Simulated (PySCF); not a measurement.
**Working out the ionisation energy of Pb+**

Pb+ [Xe] 4f14 5d10 6s2 6p1 (2P) → Pb(2+) [Xe] 4f14 5d10 6s2 (1S). Computed with PySCF 2.14 in aug-cc-pwCVDZ-PP with ECP60MDF (6s5p4d1f, 48 functions), with a scalar-relativistic core potential. Frozen: 5s2 5p6 5d10. Energies in hartree (1 hartree = 27.21139 eV):

| part | Pb+ (lower) | Pb(2+) (upper) |
| --- | --- | --- |
| UHF | -191.591547 | -191.107224 |
| CCSD correlation | -0.034435 | -0.027129 |
| (T) | -0.000295 | 0.000000 |

Problem. What does Hartree-Fock give?

Solution. (-191.107224) − (-191.591547) = 0.484323 hartree = 13.179 eV.

Problem. What do CCSD and CCSD(T) give?

Solution. The CCSD correlation energies differ by 0.007306 hartree = 0.199 eV and the triples by 0.000295 hartree = 0.008 eV, so CCSD gives 13.378 eV and CCSD(T) 13.386 eV.

Measured between the centres of the two terms (NIST): 13.869 eV, so CCSD(T) (valence) is off by -0.483 eV.

A double-zeta basis recovers only part of the correlation energy.

What remains against the reference includes basis incompleteness, the frozen core and higher excitations.
